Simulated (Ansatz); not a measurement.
**Worked example: C2H6F2Si2 → C2H3F2Si + SiH3**

Gas-phase species: C2H6F2Si2 `C=C[Si](F)(F)[SiH3]`, singlet; C2H3F2Si `C=C[Si](F)F`, doublet; SiH3 (silyl radical) `[SiH3]`, doublet. 

Shapes, held fixed at every level: PBE0-D4/def2-TZVP. Flexible molecules stand in one conformer, not always the lowest. Programs: Ansatz 0.2.0. Electronic energies: no zero-point or thermal term.

At CCSD(T)/CBS estimate; 1 Eh = 2625.50 kJ/mol:

```
  species  energy (Eh)
C2H6F2Si2  -857.572417
 C2H3F2Si  -566.633017
     SiH3  -290.808079
```

Problem. Work out ΔE of the reaction at this level.

Solution. 
1. Products less reactants: (-566.633017) + (-290.808079) − [(-857.572417)] = 0.131321 Eh = +344.8 kJ/mol.

Other levels give +314.0 (r2SCAN-D4/def2-TZVPP) to +348.4 kJ/mol (wB97X-V/def2-TZVPP). No measured value is set beside it here. Spin contamination: C2H3F2Si (⟨S²⟩ up to 0.81). Open shells run unrestricted. The CBS estimate extrapolates MP2 from def2-TZVPP and def2-QZVPP and adds CCSD(T) − MP2 in the triple-zeta set, cores frozen. The median of the other correlated levels is +334.6 kJ/mol.
